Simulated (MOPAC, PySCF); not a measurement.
H$_{7}$FSi$_{3}$, SMILES `F[SiH]([SiH3])[SiH3]`, neutral singlet in the gas phase. 

Cartesian coordinates (Å):
SMILES: F[SiH]([SiH3])[SiH3]
```xyz
11

F     -0.2772    -0.8984    -2.3726
Si    -0.1650    -0.7927    -0.7462
Si    -1.8519     0.6305     0.0680
Si     1.9781    -0.0246    -0.1535
H     -0.3704    -2.1741    -0.1979
H     -3.2150     0.1379    -0.3033
H     -1.7361     0.6657     1.5608
H     -1.6700     2.0175    -0.4615
H      2.2084     1.3541    -0.6856
H      2.0488     0.0182     1.3419
H      3.0500    -0.9341    -0.6659
```
Charge 0, spin multiplicity 1.

All levels are single points at this geometry (PBE-D3(BJ)/def2-TZVP); Pople sets use spherical d functions. Orbital energies aren't observables, and empty levels follow the basis.

B3LYP/6-311+G** in PySCF gives HOMO (eV) = -7.85.

### Question
Estimate the HOMO (eV) from each of these levels: PBE-D3(BJ)/def2-TZVP in PySCF; B3LYP/LANL2DZ in PySCF; PBE/6-31G* in PySCF; HF/STO-3G in PySCF; AM1 in MOPAC.

### Answer

| level | HOMO (eV) |
|---|---|
| PBE-D3(BJ)/def2-TZVP in PySCF | -6.84 |
| B3LYP/LANL2DZ in PySCF | -8.06 |
| PBE/6-31G* in PySCF | -6.70 |
| HF/STO-3G in PySCF | -7.65 |
| AM1 in MOPAC | -10.29 |
